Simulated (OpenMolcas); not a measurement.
**Lu+: effect of the active space**

```yaml
Program: OpenMolcas 26.06
Method: MS-CASPT2 or its RAS form, IPEA 0.25 Eh, imaginary shift 0.1 Eh
Basis: ANO-RCC-VTZP
Scalar_Hamiltonian: DKH2, point nucleus
Spin-orbit_coupling: RASSI with atomic mean-field integrals over the reference wave functions, term energies averaged over their components
```

A. 2 electrons in 6 orbitals (5d 6s); 2S+1 = 3 even, 15 roots; 2S+1 = 1 even, 20 roots; closed shells correlated: 5s 5p; CASPT2 step about 29 core-seconds
B. 2 electrons in 9 orbitals (RAS2 5d 6s; RAS3 6p, at most 2 electrons); 2S+1 = 1 even, 21 roots; 2S+1 = 3 even, 15 roots kept (CI in the orbitals of an earlier block); 2S+1 = 1 odd, 15 roots; 2S+1 = 3 odd, 18 roots kept (CI in the orbitals of an earlier block); closed shells correlated: 5s 5p; CASPT2 step about 60 core-seconds

Energies in cm-1 above 6s2 1S0, the measured ground level; measured values from NIST Handbook of Basic Atomic Spectroscopic Data.

```csv
Level,A,B,Measured
6s2 1S0,0.0,0.0,0.0
5d 6s 3D1,11850,12700,11796
5d 6s 3D2,12520,13380,12435
5d 6s 3D3,14260,15030,14199
5d 6s 1D2,17170,18150,17333
5d2 3F2,29730,30570,29407
5d2 3F3,31440,32190,30889
5d2 3F4,33230,33920,32504
5d2 1D2 [55 %],36530,37240,
5d2 3P0,37020,36600,35652
5d2 3P1,37500,37750,36557
5d2 3P2 [57 %],39360,39970,38575
5d2 1G4,40040,40720,
```

Deviations, from unrounded energies. A percentage is the sum of absolute deviations over the sum of measured energies, with the sign that they share, or ± where signs differ.

```tsv
Against measurement	Levels	A	B
mean absolute deviation (cm-1)	10	510	1100
other configurations (%)	10	±2.0	+4.2
```

A lies closest to measurement on these levels. The largest miss of A in the table is 5d2 3P0, by +1400 cm-1. The ranking rests on the paired levels alone, and a cruder setting can come out closer through cancelling errors.

Between A and B the level of the table that moves most is 5d 6s 1D2, by 980 cm-1 (lowest in A, highest in B). Moves below CASPT2's spread within the term are not significant.

Term energies are means over components that CASPT2 splits; among the terms shown or strongly mixed into the levels shown the widest spread is 420 cm-1 (5d2 1G, B). A single d shell beside an s shell can misplace configurations of different d count against each other. Terms from blocks run as CI alone lack orbitals of their own (holds for B). Measured partners are found by configuration, term and J. A level has none where our copy of the source lacks it or the pairing is in doubt (some pairs that miss far off the trend of their configuration count as doubtful), and it then counts in no deviation. Levels of configurations outside the active space are missing. Levels that lie high or do not pair safely by name in every column are left out.

A share in square brackets marks a mixed level and gives the weight of the term that names it, the lowest over the columns.
